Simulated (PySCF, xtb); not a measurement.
Si(AsH2)(H)2(OH) (AsH5OSi), SMILES [SiH2]([AsH2])O. Atoms are numbered in the order given.

```xyz
8

Si    -1.2874     0.0467     0.0971
O     -1.6098     1.6483     0.4301
As     1.0103    -0.4867    -0.1373
H     -1.8330    -0.7212     1.2488
H     -1.9518    -0.4049    -1.1671
H     -1.2554     2.2941    -0.1881
H      1.3951     0.4374     1.0133
H      1.2086     0.6148    -1.1766
```
Charge 0, spin multiplicity 1.

Geometry optimised at PBE0-D3(BJ)/def2-SVP. The values are those of a single conformer.

The numbers are results of C-PCM-ωB97X/def2-SVP (PySCF), not measurements.

The values are the electrostatic part of the solvation free energy, E(continuum) − E(gas) at the gas-phase geometry, in a cavity of scaled van der Waals radii (PySCF's table); cavitation and dispersion terms are not included. In vacuum the orbital gap is 12.13 eV. The dipole moment in vacuum is 1.37 D.

```
solvent            ε  ΔG(elec) (kcal/mol)  dipole (D)  gap (eV)
-------------  -----  -------------------  ----------  --------
water          78.36                 -4.4        1.85     12.24
cyclohexanone  15.62                 -4.1        1.82     12.23
diethylether    4.24                 -3.3        1.71     12.21
```

For comparison, GFN2-xTB/ALPB(water) (xtb, at the GFN2-xTB geometry, all terms of that model) gives -4.0 kcal/mol.
